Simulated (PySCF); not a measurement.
**Stretching AlSn**

Set-up: PySCF, scalar-relativistic core potentials, basis sets Al aug-cc-pV(D+d)Z, Sn aug-cc-pVDZ-PP with ECP28. Energies in eV from Al + Sn in their ground configurations at the same level. State: ⁴Σ⁻ (quartet), unpaired electrons σ ↑, π ↑↑.

All columns are PBE0. A positive dipole means Al(−)Sn(+).

```csv
R (Å),E (eV),μ (D),Mulliken charge on Al (basis-dependent),HOMO (eV),LUMO (eV),Mayer bond order,⟨S²⟩
2.295,-1.608,-0.33,-0.35,-5.35,-2.96,1.52,3.75
2.402,-1.957,-0.42,-0.26,-5.41,-2.85,1.50,3.75
2.509,-2.145,-0.54,-0.18,-5.45,-2.74,1.46,3.75
2.589,-2.210,-0.65,-0.13,-5.46,-2.70,1.43,3.75
2.669,-2.227,-0.78,-0.08,-5.36,-2.72,1.40,3.75
2.749,-2.208,-0.93,-0.04,-5.27,-2.73,1.37,3.75
2.856,-2.142,-1.15,0.00,-5.16,-2.73,1.33,3.75
2.989,-2.018,-1.44,0.05,-5.03,-2.73,1.29,3.75
3.149,-1.834,-1.83,0.09,-4.89,-2.71,1.24,3.75
3.363,-1.567,-2.35,0.14,-4.74,-2.66,1.17,3.75
```

A fit through these points gives, at Re = 2.663 Å, μ = -0.77 D and dμ/dR = -1.71 D/Å; the reduced mass is 22.03 u.

Problem. How strong is the fundamental in the double-harmonic approximation, I = 42.26·(dμ/dR)²/μred km/mol?

Solution. I = 42.26·(-1.71)²/22.03 = 5.61 km/mol at PBE0.

Spin–orbit coupling is left out, which matters for elements this heavy, above all for dissociation energies. The state is the lowest determinant that a PBE0 search found; another state may lie lower at other levels.
